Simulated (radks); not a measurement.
Question: Species: Xe3+. Configuration: [Kr] 4d10 5s2 5p3. All-electron calculation, Dirac Kohn-Sham, PBE, spin-unpolarised, spherical densities, point nucleus; open shells fill j = l - 1/2 first. Program: a radial shooting solver on a logarithmic mesh with Libxc functionals. Some entries of the table are withheld. Estimate them.

orbital  occ.  eigenvalue (hartree)  <1/r> (bohr^-1)  <r> (bohr)
1s1/2       2             -1263.489              (1)     0.02665
2s1/2       2             -197.6139            13.59      0.1142
2p1/2       2                   (2)            13.57     0.09620
2p3/2       4                   (3)            12.47      0.1020
3s1/2       2             -41.40414            4.860      0.3060
3p1/2       2             -36.46557            4.770      0.2962
3p3/2       4             -34.19930            4.499      0.3078
3d3/2       4             -25.51345            4.355      0.2787
3d5/2       6             -25.03450            4.286      0.2824
4s1/2       2              -8.47436            1.968      0.7163
4p1/2       2              -6.72548              (4)      0.7453
4p3/2       4              -6.27289              (5)      0.7729
4d3/2       4              -3.44262            1.532      0.8666
4d5/2       6              -3.36917            1.510      0.8772
5s1/2       2              -1.83763              (6)       1.749
5p1/2       2              -1.39390           0.6617       1.965
5p3/2       1              -1.33156           0.6356       2.035

Answer: 
(1) 1s1/2 <1/r> (bohr^-1): 58.12
(2) 2p1/2 eigenvalue (hartree): -185.7278
(3) 2p3/2 eigenvalue (hartree): -173.7972
(4) 4p1/2 <1/r> (bohr^-1): 1.860
(5) 4p3/2 <1/r> (bohr^-1): 1.772
(6) 5s1/2 <1/r> (bohr^-1): 0.7515
